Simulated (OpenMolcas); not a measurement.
# Cl IV: Slater's ratio, worked from levels

```yaml
Program: OpenMolcas 26.06
Basis: ANO-R3 [6s5p4d3f1g]
Scalar_Hamiltonian: X2C, finite nucleus
Active_space: 2 electrons in 3 orbitals (3p)
State_averaging: 2S+1 = 3 even, 3 roots; 2S+1 = 1 even, 6 roots
Spin-orbit_coupling: state interaction with AMFI integrals over the reference wave functions, term energies averaged over their components
```

Methods: CASSCF; SS-CASPT2, IPEA 0.25 Eh, imaginary shift 0.1 Eh (closed shells correlated: 2s 2p 3s). Measured levels: Moore, Atomic Energy Levels, vol. I, NSRDS-NBS 35 (1971 reprint of NBS Circular 467, 1949).

**Slater's ratio.** With one set of orbitals, p2 has ¹D - ³P = 6 F2 and ¹S - ¹D = 9 F2 (F2 = F²/25), a ratio of 3/2. Term energies are centres of gravity, weighted by 2J + 1.

```json
{"Source": "CASSCF", "¹D - ³P": "15986", "¹S - ³P": "39745", "F2 from the first": "2664", "Ratio": "1.486"}
{"Source": "SS-CASPT2", "¹D - ³P": "12541", "¹S - ³P": "31549", "F2 from the first": "2090", "Ratio": "1.516"}
{"Source": "measured", "¹D - ³P": "12857", "¹S - ³P": "31641", "F2 from the first": "2143", "Ratio": "1.461"}
```

Energies in cm-1. A ratio away from 3/2 shows effects beyond one configuration with one set of orbitals, and in heavier atoms second-order spin-orbit shifts.

CASPT2 does not keep the components of a term degenerate, so their means are used; among the terms shown or strongly mixed into the levels shown the widest spread is 70 cm-1 (3s² 3p² ¹D, SS-CASPT2). With the s shell closed, the reference lacks s² → p² mixing. Computed and measured levels are paired by configuration, term and J; levels that our copy of the source lacks, or whose pairing is in doubt (as where it misses far off the trend of its configuration), stay unpaired and out of the deviations. Levels of configurations outside the active space are missing.
